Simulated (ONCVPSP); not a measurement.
Transferability test, ONCV potential for iron

| Property | Result |
| --- | --- |
| Element | Fe |
| Generator | ONCVPSP 4.0.1 |
| Type | optimised norm-conserving Vanderbilt (ONCV) |
| Functional | PW91 |
| Relativity | scalar-relativistic |
| Frozen core | [Ne] |
| Valence charge | 16 |
| Reference configuration | 3s2 3p6 3d6 4s1 4p1 |
| Partial waves | 3s+4s: rc 1.40 bohr, ncon 5, nbas 9, qcut 7.1 1/bohr, 2 projectors; 3p+4p: rc 1.60 bohr, ncon 4, nbas 7, qcut 7.5 1/bohr, 2 projectors; 3d: rc 1.40 bohr, ncon 4, nbas 9, qcut 12.3 1/bohr, local |
| Local potential | the d channel |
| Core correction | Teter function, fcfact 3.25, rcfact 1.6 |

Energies are relative to the spin-unpolarised reference configuration 3s2 3p6 3d6 4s1 4p1; without spin polarisation the order of configurations can differ from experiment.

```
valence configuration  charge  ΔE all-electron (eV)  error AE − PS (meV)
  3s2 3p6 3d6 4s2 4p0       0                -4.128                 +0.4
  3s2 3p6 3d6 4s1 4p0      +1                 4.664                 -0.3
  3s2 3p6 3d6 4s0 4p0      +2                20.916                 -0.3
```

Q: What are ΔE and the potential's error for 3s2 3p6 3d5 4s2 4p1?

A: ΔE = 4.658 eV all-electron; the error (AE − PS) is +0.6 meV.

Note: ghosts flagged at negative energy: s at -354.8 eV; no localised positive-energy state flagged. A true bound ghost makes a file unfit for plane-wave use.
